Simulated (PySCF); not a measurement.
Al(GeH3)(H)(OH) (AlGeH5O), SMILES [OH][AlH][GeH3].

Geometry optimised at B3LYP-D3(BJ)/def2-SVP. Other conformers were not sampled.

Computed with B3LYP-D3(BJ)/def2-SVP in PySCF 2.14.0.

Frequencies are harmonic and unscaled.

| mode | ν (cm⁻¹) | IR (km/mol) | moving atoms (share of kinetic energy) |
|---|---|---|---|
| 1 | 17 | 0.1 | H 83 %, O 9 % |
| 2 | 143 | 2.4 | O 52 %, Al 19 %, H 17 %, Ge 12 % |
| 3 | 314 | 2.0 | Al 52 %, Ge 26 %, H 19 % |
| 4 | 318 | 1.0 | H 97 % |
| 5 | 417 | 55.2 | H 82 %, Al 11 % |
| 6 | 428 | 114.4 | H 92 % |
| 7 | 499 | 129.0 | H 77 %, Al 16 % |
| 8 | 535 | 169.2 | H 89 % |
| 9 | 691 | 216.7 | H 81 %, O 14 % |
| 10 | 798 | 182.6 | H 91 % |
| 11 | 866 | 69.0 | O 44 %, Al 36 %, H 20 % |
| 12 | 889 | 36.4 | H 99 % |
| 13 | 893 | 51.4 | H 95 % |
| 14 | 1915 | 251.5 | H 96 % |
| 15 | 2091 | 84.8 | H 99 % |
| 16 | 2093 | 127.8 | H 98 % |
| 17 | 2113 | 117.5 | H 99 % |
| 18 | 3908 | 94.6 | H 94 % |
